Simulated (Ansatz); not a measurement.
Molecule: C₃H₁₁ClSi₂, charge 0, multiplicity 1. SMILES: C[SiH2][Si](C)(C)Cl
Coordinates optimised at B3LYP-D3(BJ)/def2-TZVP (Ansatz, a quantum-chemistry and plane-wave program):
```
Si
C 1 1.8705
H 2 1.0906 1 111.10
H 2 1.0919 3 108.29 1 121.77
H 2 1.0930 3 108.20 4 117.16
C 1 1.8723 2 110.95 3 176.86
H 6 1.0909 1 111.21 2 -176.86
H 6 1.0919 7 108.13 1 -121.71
H 6 1.0930 7 108.22 8 -117.09
Cl 1 2.1001 2 107.49 3 60.13
Si 1 2.3432 2 113.25 3 -56.05
H 11 1.4859 1 108.97 2 50.45
H 11 1.4889 12 107.37 1 118.14
C 11 1.8810 12 110.49 13 120.22
H 14 1.0910 11 110.22 12 63.17
H 14 1.0912 15 108.38 11 121.94
H 14 1.0915 15 108.01 16 116.87
```

Property: atomisation energy (electronic, to ground-state atoms); the coupled-cluster value holds the core correlation from cc-pwCVTZ, in kJ/mol. Valence correlation only, unless marked. Open shells are spin-unrestricted. Spin-orbit coupling is left out. Non-relativistic. Basis-set limits of correlation are two-point, X^-3; Hartree-Fock from the larger set.

Level to compare with: CCSD(T)/CBS(cc-pV(T+d)Z,cc-pV(Q+d)Z) plus the core term (Ansatz), 6156.5 kJ/mol. It is a level with limits of its own, and the differences hold the functionals' basis error too.

Question: Rank these functionals by how close they come to CCSD(T)/CBS(cc-pV(T+d)Z,cc-pV(Q+d)Z), closest first: r2SCANh/def2-TZVPD (Ansatz); revPBE/def2-TZVPD (Ansatz); wB97M-V/def2-TZVPD (Ansatz); BHLYP/def2-TZVPD (Ansatz).

Answer: wB97M-V/def2-TZVPD (range-separated hybrid meta-GGA with VV10, 6139.1 kJ/mol, difference -17.4), r2SCANh/def2-TZVPD (hybrid meta-GGA, 6115.4 kJ/mol, difference -41.1), BHLYP/def2-TZVPD (global hybrid, 5974.1 kJ/mol, difference -182.4), revPBE/def2-TZVPD (GGA, 5946.7 kJ/mol, difference -209.8)
